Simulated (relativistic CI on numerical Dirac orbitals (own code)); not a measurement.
Energy levels of Ne I

Computed by Dirac-Coulomb-Breit CI, separate exchange-only KLI orbitals for each configuration, a model potential for QED, valence Slater integrals scaled by 0.85, P86 correlation estimate, and configurations built on the next ion tied to the tabulated ionisation energy (semi-empirical) (own radial code, finite nucleus).

Configuration list (outside the closed core 1s2 2s2): 2p6, 2p5 3s, 2p5 3p, 2p5 4s, 2p5 3d, 2p5 4p, 2p5 4d, 2p5 4f. Levels of other configurations are missing.

| No. | Configuration | Term | J | E (eV) | % | Next component (%) | Lifetime (s) |
| --- | --- | --- | --- | --- | --- | --- | --- |
| 1 | 2p6 | 1S | 0 | 0.0000 | 100 |  |  |
| 2 | 2p5 3s | 3P° | 2 | 16.5982 | 100 |  | 2.00e+01 |
| 3 | 2p5 3s | 3P° | 1 | 16.6487 | 93 | 7 1P° | 2.21e-08 |
| 4 | 2p5 3s | 3P° | 0 | 16.6928 | 100 |  | 4.45e+02 |
| 5 | 2p5 3s | 1P° | 1 | 16.8188 | 93 | 7 3P° | 1.75e-09 |
| 6 | 2p5 3p | 3S | 1 | 18.3454 | 97 | 2 3P | 2.33e-08 |
| 7 | 2p5 3p | 3D | 3 | 18.4509 | 100 |  | 1.98e-08 |
| 8 | 2p5 3p | 3D | 2 | 18.4700 | 74 | 23 1D | 2.05e-08 |
| 9 | 2p5 3p | 3D | 1 | 18.5021 | 64 | 24 1P | 2.02e-08 |
| 10 | 2p5 3p | 3P | 2 | 18.5211 | 53 | 42 1D | 2.00e-08 |
| 11 | 2p5 3p | 1P | 1 | 18.5749 | 43 | 36 3D | 2.05e-08 |
| 12 | 2p5 3p | 3P | 2 | 18.5876 | 44 | 35 1D | 1.99e-08 |
| 13 | 2p5 3p | 3P | 0 | 18.5907 | 99 | 1 1S | 1.80e-08 |
| 14 | 2p5 3p | 3P | 1 | 18.6042 | 65 | 32 1P | 1.94e-08 |
| 15 | 2p5 3p | 1S | 0 | 18.9634 | 93 | 6 2p5 4p 1S | 1.25e-08 |
| 16 | 2p5 4s | 3P° | 2 | 19.6589 | 100 |  |  |
| 17 | 2p5 4s | 3P° | 1 | 19.6861 | 61 | 39 1P° | 8.38e-09 |
| 18 | 2p5 4s | 3P° | 0 | 19.7535 | 100 |  |  |
| 19 | 2p5 4s | 1P° | 1 | 19.7772 | 61 | 39 3P° | 5.95e-09 |
| 20 | 2p5 3d | 3P° | 0 | 19.9201 | 100 |  | 1.83e-08 |
| 21 | 2p5 3d | 3P° | 1 | 19.9223 | 84 | 13 1P° | 1.43e-08 |
| 22 | 2p5 3d | 3F° | 4 | 19.9281 | 100 |  | 1.89e-08 |
| 23 | 2p5 3d | 1F° | 3 | 19.9289 | 55 | 45 3F° | 1.93e-08 |
| 24 | 2p5 3d | 3P° | 2 | 19.9303 | 62 | 23 3D° | 1.89e-08 |
| 25 | 2p5 3d | 1P° | 1 | 19.9354 | 58 | 39 3D° | 7.95e-09 |
| 26 | 2p5 3d | 1D° | 2 | 19.9396 | 43 | 29 3F° | 1.96e-08 |
| 27 | 2p5 3d | 3D° | 3 | 19.9398 | 72 | 14 3F° | 1.96e-08 |
| 28 | 2p5 3d | 3F° | 2 | 20.0267 | 71 | 17 1D° | 1.91e-08 |
| 29 | 2p5 3d | 3F° | 3 | 20.0271 | 40 | 31 1F° | 1.94e-08 |
| 30 | 2p5 3d | 3P° | 2 | 20.0278 | 38 | 37 3D° | 1.92e-08 |
| 31 | 2p5 3d | 3D° | 1 | 20.0305 | 59 | 29 1P° | 1.11e-08 |
| 32 | 2p5 4p | 3S | 1 | 20.1671 | 85 | 10 3P |  |
| 33 | 2p5 4p | 3D | 3 | 20.1872 | 100 |  |  |
| 34 | 2p5 4p | 3D | 2 | 20.1953 | 58 | 37 1D |  |
| 35 | 2p5 4p | 1P | 1 | 20.2070 | 49 | 26 3D |  |
| 36 | 2p5 4p | 3P | 2 | 20.2101 | 72 | 26 1D |  |
| 37 | 2p5 4p | 3P | 0 | 20.2679 | 97 | 3 1S | 6.36e-08 |
| 38 | 2p5 4p | 3D | 1 | 20.2868 | 74 | 19 1P |  |
| 39 | 2p5 4p | 3D | 2 | 20.2929 | 40 | 38 1D |  |
| 40 | 2p5 4p | 3P | 1 | 20.2939 | 58 | 28 1P |  |
| 41 | 2p5 4p | 1S | 0 | 20.5254 | 91 | 6 2p5 3p 1S | 1.89e-08 |
| 42 | 2p5 4d | 3P° | 0 | 20.7086 | 100 |  | 3.52e-08 |
| 43 | 2p5 4d | 3P° | 1 | 20.7099 | 84 | 11 1P° | 2.87e-08 |
| 44 | 2p5 4d | 3F° | 4 | 20.7121 | 100 |  | 4.10e-08 |
| 45 | 2p5 4d | 1F° | 3 | 20.7126 | 54 | 45 3F° | 4.63e-08 |
| 46 | 2p5 4f | 3D | 1 | 20.7129 | 100 |  |  |
| 47 | 2p5 4f | 3D | 2 | 20.7129 | 60 | 40 1D |  |
| 48 | 2p5 4d | 3P° | 2 | 20.7135 | 55 | 27 3D° | 4.06e-08 |
| 49 | 2p5 4f | 3G | 5 | 20.7137 | 100 |  |  |
| 50 | 2p5 4f | 1G | 4 | 20.7137 | 56 | 44 3G |  |
| 51 | 2p5 4f | 3D | 3 | 20.7146 | 46 | 31 3F |  |
| 52 | 2p5 4f | 3F | 2 | 20.7146 | 54 | 28 1D |  |
| 53 | 2p5 4f | 1F | 3 | 20.7154 | 42 | 32 3F |  |
| 54 | 2p5 4f | 3F | 4 | 20.7154 | 74 | 14 3G |  |
| 55 | 2p5 4d | 1P° | 1 | 20.7165 | 56 | 42 3D° | 1.68e-08 |
| 56 | 2p5 4d | 1D° | 2 | 20.7173 | 45 | 30 3D° |  |
| 57 | 2p5 4d | 3D° | 3 | 20.7175 | 75 | 13 1F° | 4.81e-08 |
| 58 | 2p5 4d | 3F° | 2 | 20.8084 | 75 | 15 1D° | 4.30e-08 |
| 59 | 2p5 4d | 3F° | 3 | 20.8087 | 43 | 33 1F° | 4.59e-08 |
| 60 | 2p5 4d | 3P° | 2 | 20.8087 | 45 | 33 3D° | 4.21e-08 |
| 61 | 2p5 4f | 3G | 3 | 20.8089 | 74 | 15 1F |  |
| 62 | 2p5 4f | 3G | 4 | 20.8089 | 41 | 33 1G |  |
| 63 | 2p5 4f | 3D | 3 | 20.8089 | 54 | 27 3F |  |
| 64 | 2p5 4f | 3F | 2 | 20.8089 | 46 | 32 1D |  |
| 65 | 2p5 4d | 3D° | 1 | 20.8106 | 53 | 32 1P° | 2.26e-08 |

Energies count from the lowest computed level; ° marks odd parity; lifetimes are radiative, by E1, M1, E2, M2, E3 decay to levels of this space only; some are left blank where a channel outside the calculation adds to the decay or the decay crosses a small, uncertain gap.

The mean weight of the leading LS term, summed over parents, in these 65 levels is 70 %, and that of the leading jj configuration (from the same eigenvectors) 85 %, so jj coupling describes them better and the LS labels are nominal.

Configurations that consist of the next ion and one excited electron were tied to the tabulated ionisation energy; Rydberg ones are usually within 1,000 to 3,000 cm⁻¹ and the lowest ones within about 6,000 (9,000 in d shells), while levels on excited terms of the next ion carry the error of that term, and the other configurations can be misplaced by 10,000 cm⁻¹ or more. Rates follow the energies as ν³ (E1, M1) or ν⁵ (E2), so rates, branching and lifetimes can be off by large factors. The fine structure of a lone outer electron comes out too small, for d and f at times inverted, and misplaced configurations move strength between like terms. 31 of the 32 excited levels that our extract of the measured tables holds in this range could be paired (the sources list more); they are missed by 614 cm⁻¹ on average and 985 at most, and levels without a partner can miss by more.

LS names give the leading component of a level, which can be under half, so a name can repeat, a term be missing and a line seem to break the LS rules.
